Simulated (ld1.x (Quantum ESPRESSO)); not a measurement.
## Sb (Z = 51): variants of one ultrasoft potential

Base potential:

```
Element                 : Sb (Z = 51)
Generator               : ld1.x (Quantum ESPRESSO) 7.5
Type                    : ultrasoft
Functional              : PBE
Relativity              : scalar-relativistic
Frozen core             : [Ar] 3d10 4s2
Valence charge          : 21
Reference configuration : 4p6 4d10 5s2 5p3
Partial waves           : 5s (bound): rcut 1.55, rcutus 1.95 bohr; 5s channel at -0.65 Ry: rcut 1.55, rcutus 1.95 bohr; 4p (bound): rcut 1.40, rcutus 1.55 bohr; 5p (bound): rcut 1.40, rcutus 1.55 bohr; 4d (bound): rcut 0.80, rcutus 0.90 bohr; 4d channel at -0.9 Ry: rcut 0.80, rcutus 0.90 bohr
Local potential         : all-electron potential smoothed inside 1.05 bohr (lloc = -2)
Core correction         : none
Augmentation charge     : PSQ, inside the norm-conserving radii
```

Cutoffs, loose and tight: the cutoffs (Ry, on a coarse ladder) from which the occupation-weighted sum of valence levels, in a spherical-Bessel basis at the reference potential, stays within 10 and 1 mRy of its value at 400 Ry. They do not see the model core or the augmentation charge, which bear on the density cutoff. Test errors are all-electron minus pseudo excitation energies from the reference, over the configurations 4p6 4d10 5s2 5p2; 4p6 4d10 5s2 5p1; 4p6 4d10 5s2 5p0; 4p6 4d10 5s1 5p4; 4p6 4d10 5s2 5p3.3; 4p6 4d10 5s0 5p5; 4p6 4d10 5s2 5p2.5. A dash means not determined; rows that change the core or the reference have their own tests. The largest error is taken over the tests solved by every variant that gives reliable tests at all: 4p6 4d10 5s0 5p5; 4p6 4d10 5s1 5p4; 4p6 4d10 5s2 5p1; 4p6 4d10 5s2 5p2; 4p6 4d10 5s2 5p2.5; 4p6 4d10 5s2 5p3.3.

A true bound ghost makes a file unfit for plane-wave use even where its test errors are small: the radial tests pick states by their node count and pass the ghost by.

Cutoffs are not given where the Bessel-basis levels miss the radial ones by over 6 mRy, ghosts where they miss by over 20 mRy; a channel whose overlap is not positive is not tested.

A file whose overlap is not positive is unfit for use, and its test errors describe a broken file.

```tsv
change	outcome	cutoff, loose	cutoff, tight	bound ghosts	largest test error (meV)
base	generated, overlap not positive	–	–	s (p not tested, overlap not positive)	-469
wave 4d channel at -0.9 Ry: rcut 0.80, rcutus 0.90 bohr becomes 4d channel at -1.55 Ry: rcut 0.80, rcutus 0.90 bohr	generated, overlap not positive	–	–	s (p not tested, overlap not positive)	-469
waves 5s (bound): rcut 1.30, rcutus 1.38 bohr; 5s channel at -0.65 Ry: rcut 1.30, rcutus 1.38 bohr	failed: chargeps: negative rho	–	–	–	–
local potential all-electron potential smoothed inside 0.75 bohr (lloc = -1)	generated, overlap not positive	–	–	not determined (overlap not positive)	-467
all radii scaled by about 1.24 (s 2.42, p 1.92, d 1.12 bohr, rcut 1.92/1.74/0.98); local potential all-electron potential smoothed inside 1.30 bohr (lloc = -2)	failed: run_pseudo: Errors in PS-KS equation	–	–	–	–
type RRKJ; waves now 5s (bound): rc 1.95 bohr; 4p (bound): rc 1.55 bohr; 4d (bound): rc 0.90 bohr; local potential the d channel; rho0 0.005	generated, misses its reference levels by 0.20 eV	140 Ry	200 Ry	s	-690
functional BP86	generated, overlap not positive	–	–	s (p not tested, overlap not positive)	-476
augmentation built from norm-conserving waves at rcut, not smoothed further	generated, overlap not positive	–	–	not determined (overlap not positive)	-7363
local potential all-electron potential smoothed inside 1.22 bohr (lloc = -2)	generated	140 Ry	260 Ry	s	-510
waves 4d (bound): rcut 0.68, rcutus 0.72 bohr; 4d channel at -0.9 Ry: rcut 0.68, rcutus 0.72 bohr	generated, overlap not positive	–	–	s (p not tested, overlap not positive)	-410
local potential all-electron potential smoothed inside 0.86 bohr (lloc = -2)	generated, overlap not positive	–	–	s (p not tested, overlap not positive)	-466
```

**Question.** What comes out with this change to the base: waves 4p (bound): rcut 1.30, rcutus 1.38 bohr; 5p (bound): rcut 1.30, rcutus 1.38 bohr?

**Answer.** outcome: generated; cutoff, loose: 140 Ry; cutoff, tight: 260 Ry; bound ghosts: s; largest test error (meV): -142.
